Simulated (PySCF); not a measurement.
Isomers of C7H11N, one GFN2-xTB conformer each. Single-point energies are computed at PBE0/pcSseg-1 (PySCF, gas phase, no added dispersion term), electronic only.

Task: Rank them by PBE0/pcSseg-1 energy, lowest first (kcal/mol).
A. `[H]/[N:2]=[CH:3]/[C@@H:4]1[CH2:5][C@@H:6]2[CH2:7][C@@H:8]2[CH2:9]1` with N2–C3–C4–C5 141°, C3–C4–C5–C6 -100°, C4–C5–C6–C7 50°, C5–C6–C7–C8 -97°, C6–C7–C8–C9 97°
B. `[CH3:1][C@@H:2]1[CH2:3][CH2:4][C@@H:5]([C:6]#[N:7])[CH2:8]1` with C1–C2–C3–C4 -162°, C2–C3–C4–C5 23°, C3–C4–C5–C6 -118°, C4–C5–C8–C2 -25°
C. `[CH:1]#[C:2][C@H:3]1[CH2:4][CH2:5][N:6]([CH3:7])[CH2:8]1` with C2–C3–C4–C5 118°, C3–C4–C5–N6 28°, C4–C5–N6–C7 -169°, C5–N6–C8–C3 41°
D. `[H]/[N:4]=[CH:3]/[C:2](=[CH2:1])[CH:5]1[CH2:6][CH2:7][CH2:8]1` with C1–C2–C3–N4 174°, C1–C2–C5–C6 118°, C2–C5–C6–C7 -139°, C5–C6–C7–C8 15°, C6–C7–C8–C5 -15°, C2–C5–C8–C7 135°

Result: B (0.0), A (22.9), D (36.1), C (49.0).

As drawn, the lowest has a C≡N group, which the highest lacks; the highest has a C≡C bond, which the lowest lacks. GFN2-xTB itself gives, in the same order: 0.0, 16.0, 35.2, 28.6. Both levels put the same isomer lowest; measured from each level's own lowest isomer, the values differ by up to 20.4 kcal/mol (C#C[C@H]1CCN(C)C1: 28.6 against 49.0).

Task: Which frontier levels, dipoles and rotational constants go with these structures?

Result: 
```csv
SMILES,"HOMO (eV, PBE0/pcSseg-1)",LUMO (eV),dipole (D),"A, B, C (MHz)"
C[C@@H]1CC[C@@H](C#N)C1,-9.00,0.65,4.20,"3842, 1422, 1223"
[H]/N=C/[C@@H]1C[C@@H]2C[C@@H]2C1,-7.25,0.00,1.66,"3543, 1819, 1684"
[H]/N=C/C(=C)C1CCC1,-7.33,-1.05,1.47,"3385, 1644, 1199"
C#C[C@H]1CCN(C)C1,-6.30,1.06,0.72,"4550, 1335, 1162"
```
